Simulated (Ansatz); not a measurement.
The cluster OsO2. Total charge 0; quintet. Geometry r2SCAN-D4/def2-TZVP; atoms count from 1.

```xyz
3

Os   -0.5089    0.1993   -0.2520
O     0.0211   -1.4378   -0.4612
O     0.4877    1.2385    0.7132
```

In the def2 sets Os takes a core potential; there is no spin–orbit coupling. At PBE0-D4/def2-TZVP a triplet of charge 0 lies 0.88 eV below the quintet, each at its own geometry. The structure comes from a short search, and lower isomers may exist.

**Question.** Estimate the Mulliken populations from the PBE0/def2-TZVP orbitals of Ansatz.

**Answer.** 
| atom | charge (e) | spin (α − β) | d electrons |
| --- | --- | --- | --- |
| Os1 | 0.90 | 3.07 | 5.91 |
| O2 | -0.45 | 0.47 | – |
| O3 | -0.45 | 0.47 | – |
Mulliken values depend strongly on the basis.

**Question.** Where does the spin sit?

**Answer.** Summed by element: Os 3.07, O 0.93, of 4 unpaired in all. Largest on single atoms: Os1 3.07, O2 0.47, O3 0.47.

**Question.** And the Mayer bond orders between heavy atoms (over 0.3)?

**Answer.** Os1–O2 1.87 (1.73 Å); Os1–O3 1.87 (1.73 Å).
